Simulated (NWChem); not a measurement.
# HTe, doublet; SMILES [TeH]

All runs: NWChem. Spin-unrestricted. The state is orbitally degenerate and is run as one real component. No stability test was run on the SCF state. def2 effective core potentials on Te; no spin-orbit coupling. Each level has its own optimisation; frequencies are unscaled.

```tsv
level	basis functions	r H–Te (Å)	highest harmonic frequency (cm⁻¹)	zero-point energy (kcal/mol)	relative time
PBE0/def2-SVP	31	1.648	2230	3.2	1
PBE0/def2-SVPD	43	1.634	2300	3.3	5
PBE0/def2-TZVP	56	1.639	2254	3.2	8
PBE0/def2-TZVPD	68	1.631	2297	3.3	10
PBE0/def2-TZVPP	64	1.631	2291	3.3	10
```

Times are rough ratios from one shared machine.
